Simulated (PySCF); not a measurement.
HgCl, SMILES [Hg][Cl] (connectivity only; charge and spin as stated), neutral, multiplicity 2. Coordinates come from a PBE0-D3(BJ)/def2-TZVPD optimisation. The spin state was assumed, not searched. The def2 effective core potentials stand for the cores of Hg; spin–orbit coupling is left out.

Computed with PBE0-D3(BJ)/def2-TZVPD (PySCF).

Harmonic wavenumbers (cm⁻¹): 267. Rotational constants (GHz): 2.902 (linear); symmetry number 1.

Q: Work out the zero-point energy and the ideal-gas rigid-rotor harmonic-oscillator thermochemistry at 298.15 K and 1 atm.

A: ZPE = ½ Σ hcν = ½ × 267 cm⁻¹ = 0.38 kcal/mol. H − E(el) = 2.75 kcal/mol. Entropy in cal/(mol K): translation 42.28, rotation 17.23, vibration 1.62, spin 1.38, total 62.50. G − E(el) = -15.89 kcal/mol. Cp = 8.69 cal/(mol K).
